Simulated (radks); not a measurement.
The numbers below are computed, except where a source is named.
Problem. Ionisation of Sr, [Kr] 5s2, to Sr+, [Kr] 5s1, under several functionals. Dirac Kohn-Sham, spin-unpolarised, spherical densities, finite nucleus; a radial shooting solver on a logarithmic mesh with Libxc functionals. Known Delta-SCF values: RPBE 5.803 eV; SOGGA 5.797 eV. What does LDA (Slater exchange, Perdew-Wang correlation) give, and what is its highest occupied eigenvalue?

Solution. 6.058 eV by Delta-SCF; the 5s1/2 eigenvalue is -3.641 eV. NIST: 5.695 eV (measured).

Beside tabulated values, note that spin-unpolarised runs miss the spin-polarisation part of the exchange energy of open shells.
